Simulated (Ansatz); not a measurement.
Ideal-gas functions of CH4F2Sn, SMILES `F[CH2][SnH2][F]` at 600 K and 1 bar, from an Ansatz frequency run at PBE0-D4/def2-TZVP.

Molar mass 172.75 g/mol, point group Cs (symmetry number 1), electronic degeneracy 1, moments of inertia 54.142, 232.113, 274.824 u Å². Harmonic wavenumbers (cm⁻¹, unscaled): 27, 101, 235, 366, 499, 547, 602, 642, 696, 769, 1059, 1241, 1280, 1470, 1962, 1971, 3069, 3135.

Use S(trans) = R[1.5 ln M + 2.5 ln T − 1.1517]; rotational temperatures θ = 24.2544 K / I; S(rot) = R[ln(√π/σ · √(T³/θAθBθC)) + 1.5]; for each mode x = 1.438777 ν̃/T, S = R[x/(eˣ − 1) − ln(1 − e⁻ˣ)] and H = RT x/(eˣ − 1); 1 cm⁻¹ = 0.0119627 kJ/mol; R = 8.31446 J/(mol·K).

By hand: the entropy, in J/(mol·K).

Translation 187.6. Rotation: θ = 0.448, 0.1045, 0.0883 K, giving 119.8. Vibration, mode by mode: 31.08, 20.12, 13.19, 9.66, 7.30, 6.63, 5.95, 5.50, 4.96, 4.31, 2.49, 1.77, 1.64, 1.14, 0.43, 0.43, 0.04, 0.04, in all 116.7. Electronic 0.0. Sum 424.1 J/(mol·K).

By hand: H − E and G − E in kJ/mol, counted from the electronic energy.

Zero-point energy ½ × 19671 × 0.0119627 = 117.7; thermal vibration 32.7; translation, rotation and pV give 4 RT = 20.0. H − E = 170.4 kJ/mol, and G − E = 170.4 − 600 × 424.1/1000 = -84.1 kJ/mol.

Vibration gives 28 % of the entropy, 51.2 J/(mol·K) of it from the modes under 150 cm⁻¹: soft modes count most, and the harmonic formula is weakest for them. The sum counts one conformer and one mirror image; others add a mixing term.
